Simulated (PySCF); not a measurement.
# Electronic absorption of C4H9FGe

Species: C₄H₉FGe.
Z-matrix (Å and degrees, PBE0-D3(BJ)/def2-SVP geometry), rows numbered from 1:
```
F 
C   1  1.3887
C   2  1.5241  1  107.77
C   3  1.5343  2  109.63  1    65.42
Ge  4  1.9741  3  103.63  2    34.87
C   2  1.5218  1  107.89  3   119.11
H   2  1.1045  1  106.93  3  -119.90
H   3  1.1032  2  107.96  1  -173.91
H   3  1.1020  2  109.44  1   -57.91
H   4  1.0987  3  112.53  2   157.55
H   4  1.1000  3  110.68  2   -81.80
H   5  1.5425  4  113.60  3   105.45
H   5  1.5381  4  114.01  3  -128.59
H   6  1.0986  2  110.73  1    45.54
H   6  1.1009  2  110.41  1   165.37
```

Method: TDDFT B3LYP/def2-SVPD, vertical, gas phase, core orbitals frozen in the response in PySCF. The B3LYP/def2-SVPD calculation is non-relativistic and has no spin–orbit coupling, an omission that weighs most on germanium.

```
state  E (eV)  λ (nm)       f  main configurations (H = HOMO, L = LUMO)
   S1    7.09   174.9  0.0011                                 H→L (99%)
   S2    7.48   165.7   0.044                  H→L+1 (86%), H-1→L (10%)
   S3    7.63   162.5   0.095                   H-1→L (88%), H→L+1 (9%)
   S4    7.80   158.9  0.0095                H-1→L+1 (60%), H→L+2 (34%)
   S5    7.93   156.4   0.121                H→L+2 (58%), H-1→L+1 (28%)
   S6    8.05   154.0   0.031   H→L+3 (37%), H-2→L (24%), H-2→L+1 (20%)
   S7    8.10   153.2   0.048                  H-2→L (72%), H→L+3 (12%)
   S8    8.19   151.4   0.012                H-2→L+1 (67%), H→L+3 (30%)
   S9    8.33   148.9   0.035                   H→L+4 (77%), H→L+3 (8%)
  S10    8.36   148.3   0.076                H-1→L+2 (81%), H→L+6 (10%)
```

Triplets, Tamm–Dancoff:

```csv
state,E (eV),λ (nm),"main configurations (H = HOMO, L = LUMO)"
T1,6.85,181.0,H→L+1 (92%)
T2,6.94,178.7,H→L (97%)
T3,7.36,168.6,"H-1→L+1 (49%), H→L+2 (36%)"
T4,7.38,167.9,H-1→L (88%)
```

The lowest singlet lies at 7.09 eV (175 nm, vacuum ultraviolet) and is very weak; its leading configuration is HOMO→LUMO (99%). The strongest level in the table is S5 at 7.93 eV (156 nm, f = 0.121). Löwdin shares by element: HOMO carbon 54% or more, germanium 23% (atoms not listed hold the other 23%); LUMO germanium 27%, hydrogen 15% or more, carbon 9% or more (atoms not listed hold the other 50%). Weighted by f, the mean energy of these states is 7.95 eV. The oscillator strengths of these states sum to 0.474; summed over the whole spectrum of an exact calculation they would give the number of electrons, 74 (Thomas–Reiche–Kuhn). The listed states span 1.27 eV, and the widest gap between neighbours is 0.39 eV (S1 to S2). All these states lie below the vertical ionisation energy of 10.00 eV (ΔSCF). The window holds the lowest 10 singlets.

One conformer stands for the species.

Without π bonds the low states are Rydberg-like; a valence basis with one diffuse set may place them up to an eV too high.
